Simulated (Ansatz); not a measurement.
The cluster Ti₂O₄⁺, relaxed as a doublet with UKS r2SCAN-D4/def2-SVP in Ansatz, starting from the GFN2-xTB geometry. Force threshold 0.02 eV/Å.

The relaxation made no stability test and no search for a lower SCF solution. No other spin state of charge 1 was run. The structure comes from a short search, and lower isomers may exist.

Start:

```csv
atom,x (Å),y (Å),z (Å)
Ti1,-0.315,-0.164,-0.626
Ti2,-0.221,1.513,1.706
O3,1.292,-0.848,-0.341
O4,0.625,-1.441,-1.367
O5,-0.109,1.623,-0.010
O6,-1.272,-0.683,0.638
```

```tsv
step	energy (eV)	largest force component (eV/Å)	SCF passes
1	-54395.0389	3.309	121
2	-54396.0961	2.364	92
3	-54397.0695	2.568	76
4 (rejected)	-54396.6896	8.076	44
5	-54397.4447	0.386	44
6	-54397.4773	0.157	43
7	-54397.4867	0.158	38
8	-54397.4970	0.292	42
9	-54397.5143	0.960	52
10	-54397.5471	0.748	40
11	-54397.6151	0.124	51
12	-54397.6438	0.228	49
13	-54397.6495	0.071	46
14	-54397.6499	0.011	41
```

Force components are those of the run's own axes.

End:

```xyz
6

Ti    0.186   -0.247   -0.243
Ti   -1.104    1.471    1.410
O     1.527   -1.292   -0.783
O     0.409   -1.287   -1.677
O    -0.027    1.614    0.050
O    -0.990   -0.258    1.242
```

By distances, no bond broke or formed. The bond that changes most is Ti2–O6, from 2.66 to 1.74 Å (atoms count from 1). The end is the same structure that another start reached.

No frequencies were taken in this run, so the end may be a saddle point.

Hardware: 4 threads of Arm Neoverse V2 on a shared host. Wall time 99 s.
